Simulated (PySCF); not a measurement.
A structure optimised at PBE0-D3(BJ)/def2-SVP, used in a PySCF frequency run:

```xyz
18

C     -1.5391    -0.8886    -0.3838
Si    -1.5758     0.9098     0.1788
C      0.0000     1.7772    -0.3838
Si     1.5758     0.9098     0.1788
C      1.5391    -0.8886    -0.3838
Si     0.0000    -1.8196     0.1788
H     -1.5821    -0.9134    -1.4874
H     -2.4405    -1.4090    -0.0183
H     -2.7837     1.6072    -0.3687
H     -1.6574     0.9569     1.6737
H      0.0000     1.8268    -1.4874
H      0.0000     2.8181    -0.0183
H      2.7837     1.6072    -0.3687
H      1.6574     0.9569     1.6737
H      2.4405    -1.4090    -0.0183
H      1.5821    -0.9134    -1.4874
H      0.0000    -1.9138     1.6737
H      0.0000    -3.2144    -0.3687
```

Q: Write its SMILES, formula and point group.

A: C1[SiH2]C[SiH2]C[SiH2]1, C₃H₁₂Si₃, C3v

Q: What are its rotational constants (standard atomic weights)?

A: 1.9576, 1.9576, 1.0772 GHz
